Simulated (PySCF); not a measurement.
A geometry optimisation on SbMe3 (`[CH3][Sb]([CH3])[CH3]`).

Computed with PBE0-D3(BJ)/def2-SVP geometry optimisation, gas phase, def2 core potentials past Kr (PySCF 2.14.0). Start geometry: GFN2-xTB. A driver script takes a list of jobs; this job's settings line and coordinates (Å) are shown.

Input:
```
{"job": {"xc": "PBE0", "basis": "def2-SVP", "d3": "d3bj", "grid": 1, "maxiter": 30, "shake": 0.03, "kind": "geom"}, "charge": 0, "multiplicity": 1}
Sb     0.073750    -0.072010     1.238190
C      1.805560    -0.017790     0.026370
H      2.391230     0.826490     0.284380
H      1.666000     0.079700    -1.028840
H      2.361680    -0.944520     0.171420
C     -0.920520     1.590290     0.041770
H     -0.773720     1.347960    -1.006480
H     -0.390010     2.543440     0.250380
H     -1.967140     1.660820     0.353980
C     -0.918800    -1.578450     0.088110
H     -2.006960    -1.585690     0.260350
H     -0.485360    -2.529640     0.368040
H     -0.805080    -1.372720    -1.025470
```

Output:
```
step   0  E = -359.73994868  max force = 0.029498
step   1  E = -359.74879634  max force = 0.006743
step   2  E = -359.74955253  max force = 0.003775
step   3  E = -359.74966164  max force = 0.001280
step   4  E = -359.74967525  max force = 0.000392
optimisation converged
```

Energies in Eh; «max force» is the largest Cartesian gradient component in Eh/bohr.

How much energy does the optimisation release, in kJ/mol?

E(step 0) − E(last step) = 0.009727 Eh, which is 25.5 kJ/mol.

Give the first gradient maximum in eV/Å.

With 1 Eh/bohr = 51.422 eV/Å, 1.517 eV/Å.

In short: final energy -359.74968 Eh after 4 steps; dipole 0.62 D.

Where do the atoms end?

0.057 Å rms from the input after alignment:
```
atom  x, y, z in Å
Sb1    0.0279   -0.0077    1.2050
C2     1.8433   -0.0178    0.0132
H3     2.4714    0.8428    0.2842
H4     1.5954    0.0345   -1.0566
H5     2.4111   -0.9386    0.2107
C6    -0.9021    1.5921    0.0688
H7    -0.8210    1.3862   -1.0086
H8    -0.4048    2.5468    0.2941
H9    -1.9638    1.6768    0.3423
C10   -0.9305   -1.5869    0.0619
H11   -2.0084   -1.5963    0.2799
H12   -0.5093   -2.5630    0.3422
H13   -0.7785   -1.4213   -1.0150
```

Time: 20 s of wall time; peak memory 0.45 GiB. Hardware: one thread, Intel Xeon 6975P-C (x86_64), no GPU, on a shared host.
Labels such as C1 count atoms from 1, the log's own numbers from 0.
